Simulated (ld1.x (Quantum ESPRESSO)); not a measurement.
## antimony: variants of one TM potential

Base potential:

Sb, norm-conserving Troullier–Martins (Kleinman–Bylander form), made with ld1.x (Quantum ESPRESSO) 7.5 (LDA (PZ), scalar-relativistic). Core [Kr], reference 4d10 5s2 5p3. Waves: 5s (bound): rc 1.85 bohr; 5p (bound): rc 1.85 bohr; 4d (bound): rc 0.95 bohr. Local part: all-electron potential smoothed inside 1.20 bohr (lloc = -1). Core correction: Bessel-smoothed model core, default radius (core density twice the valence density).

Cutoffs, loose and tight: the cutoffs (Ry, on a coarse ladder) from which the occupation-weighted sum of valence levels, in a spherical-Bessel basis at the reference potential, stays within 10 and 1 mRy of its value at 400 Ry. They do not see the model core or the augmentation charge, which bear on the density cutoff. Test errors are all-electron minus pseudo excitation energies from the reference, over the configurations 4d10 5s2 5p2; 4d10 5s2 5p1; 4d10 5s2 5p0; 4d9 5s2 5p3; 4d10 5s1 5p4; 4d9 5s2 5p4; 4d10 5s1 5p3 (two spin-polarised tests are not counted in the largest error). A dash means not determined; rows that change the core or the reference have their own tests. The largest error is taken over the tests solved by every variant that gives reliable tests at all: 4d10 5s1 5p3; 4d10 5s1 5p4; 4d10 5s2 5p1; 4d10 5s2 5p2.

A true bound ghost makes a file unfit for plane-wave use even where its test errors are small: the radial tests pick states by their node count and pass the ghost by. Where a test does run into it, the solver fails or the error is huge.

```tsv
change	outcome	cutoff, loose	cutoff, tight	bound ghosts	largest test error (meV)
base	generated	120 Ry	160 Ry	s, p	-4.7
local potential all-electron potential smoothed inside 0.82 bohr (lloc = -1)	generated	120 Ry	160 Ry	s, p	-7.3
local potential all-electron potential smoothed inside 1.00 bohr (lloc = -1)	generated	120 Ry	160 Ry	s, p	+3.4
local potential all-electron potential smoothed inside 1.28 bohr (lloc = -1)	generated	120 Ry	160 Ry	s, p	-10.0
local potential all-electron potential smoothed inside 1.62 bohr (lloc = -1)	generated	120 Ry	160 Ry	s	+13
local potential all-electron potential smoothed inside 1.76 bohr (lloc = -1)	generated	120 Ry	160 Ry	s	+7.6
local potential all-electron potential smoothed inside 2.04 bohr (lloc = -1)	generated	120 Ry	160 Ry	none	+8.5
```

Reading the sweep of the rcloc (base included, trends over the rows without a ghost): Bound ghosts are found at 0.82, 1, 1.2, 1.28, 1.62, 1.76 bohr.
